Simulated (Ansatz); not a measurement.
Total energies of `C[O][Mo]([CH3])(=[NH])=[NH]`.

| atom | x (Å) | y (Å) | z (Å) |
| --- | --- | --- | --- |
| C1 | 1.220 | -2.054 | -0.825 |
| O2 | 0.089 | -1.305 | -0.478 |
| Mo3 | -0.269 | 0.256 | 0.487 |
| C4 | -1.225 | 1.674 | -0.755 |
| N5 | -1.381 | 0.017 | 1.786 |
| N6 | 1.174 | 1.053 | 1.012 |
| H7 | 1.114 | -2.396 | -1.859 |
| H8 | 1.302 | -2.932 | -0.177 |
| H9 | 2.137 | -1.462 | -0.740 |
| H10 | -2.160 | 1.239 | -1.120 |
| H11 | -1.449 | 2.595 | -0.216 |
| H12 | -0.567 | 1.904 | -1.597 |
| H13 | -1.727 | -0.039 | 2.733 |
| H14 | 1.742 | 1.450 | 1.749 |

Charge 0, multiplicity 1. Correlated methods include outer-core shells of Mo, which these sets cover unevenly. Mo: def2 effective core potential. Geometry: relaxed with PBE0-D4/def2-TZVP. It is one conformer, not always the lowest. Basis def2-TZVPP, the Gaussian-basis code of Ansatz.

RPA on PBE orbitals: Hartree–Fock energy of these orbitals -331.68475 Eh, correlation -2.41633 Eh (frozen core).

| functional | energy without D4 (Eh) | D4 term (kJ/mol) |
| --- | --- | --- |
| LDA (SPW92) | -331.85435 | – |
| BLYP | -334.05280 | -71.3 |
| r2SCAN | -334.04254 | -8.7 |
| PBE0 | -333.81197 | -28.5 |
| B3LYP | -334.17067 | -53.4 |
| HSE06 (plane-wave form) | -333.79793 | -26.7 |
| BHLYP | -333.82853 | -42.2 |
| ωB97M-V | -333.91768 | – |
| B2PLYP | -333.85598 | – |
| PBE-QIDH | -333.71774 | – |

Q: Give the same for PBE, revPBE, B97M-V, r2SCANh, r2SCAN0, CAM-B3LYP, LC-ωPBE, ωB97X-V. (An estimate is asked.)

A: Computed: 
```json
{"functional": "PBE", "energy without D4 (Eh)": "-333.86777", "D4 term (kJ/mol)": "-33.4"}
{"functional": "revPBE", "energy without D4 (Eh)": "-334.13515", "D4 term (kJ/mol)": "-93.8"}
{"functional": "B97M-V", "energy without D4 (Eh)": "-334.10818", "D4 term (kJ/mol)": "–"}
{"functional": "r2SCANh", "energy without D4 (Eh)": "-333.99514", "D4 term (kJ/mol)": "-9.2"}
{"functional": "r2SCAN0", "energy without D4 (Eh)": "-333.92618", "D4 term (kJ/mol)": "-10.2"}
{"functional": "CAM-B3LYP", "energy without D4 (Eh)": "-333.96114", "D4 term (kJ/mol)": "-29.2"}
{"functional": "LC-ωPBE", "energy without D4 (Eh)": "-333.96365", "D4 term (kJ/mol)": "–"}
{"functional": "ωB97X-V", "energy without D4 (Eh)": "-333.99605", "D4 term (kJ/mol)": "–"}
```

B3LYP takes the VWN-RPA correlation (the form of Gaussian; ORCA's B3LYP/G). HSE06 is the plane-wave form, built on full-range PBE exchange. The double hybrids freeze the cores in their second-order part.

LC-ωPBE has ω = 0.4 bohr⁻¹.
